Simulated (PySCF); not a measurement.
B(Cl)(H)(OSiH3) (BClH4OSi), SMILES B(Cl)O[SiH3]. Atoms are numbered in the order given.

```xyz
8

B     -1.0377    -0.7300     0.0000
Cl     0.4523    -1.7083     0.0000
H     -2.0965    -1.3000     0.0000
O     -0.9627     0.6071     0.0000
Si     0.3673     1.6595     0.0000
H     -0.2065     3.0290     0.0000
H      1.1812     1.4356     1.2252
H      1.1812     1.4356    -1.2252
```
Charge 0, spin multiplicity 1.

The structure is a stationary point at r2SCAN-D4/def2-SVP. The values are those of a single conformer.

Method: TDA-ωB97X/def2-SVPD (PySCF 2.14.0).

Vertical excitations. Gas-phase values at a fixed geometry. State labels are in the subgroup Cs.

Computed UV-visible absorptions:
| state | symmetry | energy (eV) | λ (nm) | f | main pairs |
|---|---|---|---|---|---|
| S1 | A" | 7.15 | 173 | 0.005 | HOMO→LUMO 90 % |
| S2 | A" | 7.44 | 167 | 0.000 | HOMO−1→LUMO 86 % |
| S3 | A' | 8.19 | 151 | 0.075 | HOMO−2→LUMO 78 % |
| S4 | A' | 8.28 | 150 | 0.026 | HOMO−1→LUMO+1 46 %, HOMO→LUMO+1 18 %, HOMO−4→LUMO+1 11 % |
| S5 | A" | 8.36 | 148 | 0.003 | HOMO−2→LUMO+1 42 %, HOMO−3→LUMO+1 31 %, HOMO−3→LUMO+2 8 %, HOMO−2→LUMO+2 7 % |
| S6 | A' | 9.05 | 137 | 0.063 | HOMO→LUMO+1 42 %, HOMO−1→LUMO+1 11 %, HOMO→LUMO+2 11 %, HOMO−3→LUMO 11 % |
| S7 | A' | 9.25 | 134 | 0.162 | HOMO−3→LUMO 44 %, HOMO−1→LUMO+1 17 %, HOMO−4→LUMO+1 8 %, HOMO−2→LUMO 7 % |
| S8 | A" | 9.32 | 133 | 0.003 | HOMO−4→LUMO 28 %, HOMO−1→LUMO+5 12 %, HOMO−3→LUMO+4 8 %, HOMO−2→LUMO+2 7 % |
| S9 | A" | 9.37 | 132 | 0.104 | HOMO−2→LUMO+1 36 %, HOMO−3→LUMO+1 21 %, HOMO−2→LUMO+2 11 %, HOMO−4→LUMO 6 % |
| S10 | A' | 9.44 | 131 | 0.045 | HOMO−3→LUMO 21 %, HOMO−1→LUMO+2 18 %, HOMO−4→LUMO+1 14 %, HOMO−4→LUMO+2 10 % |
| T1 | A" | 6.65 | 187 | 0 | HOMO→LUMO 74 %, HOMO−4→LUMO 13 % |
| T2 | A" | 7.24 | 171 | 0 | HOMO−1→LUMO 77 %, HOMO→LUMO 14 % |
| T3 | A' | 7.25 | 171 | 0 | HOMO−2→LUMO 85 % |
| T4 | A' | 7.88 | 157 | 0 | HOMO−1→LUMO+1 38 %, HOMO→LUMO+1 19 %, HOMO−4→LUMO+1 14 %, HOMO−1→LUMO+2 6 % |
Triplets are in the Tamm–Dancoff approximation.
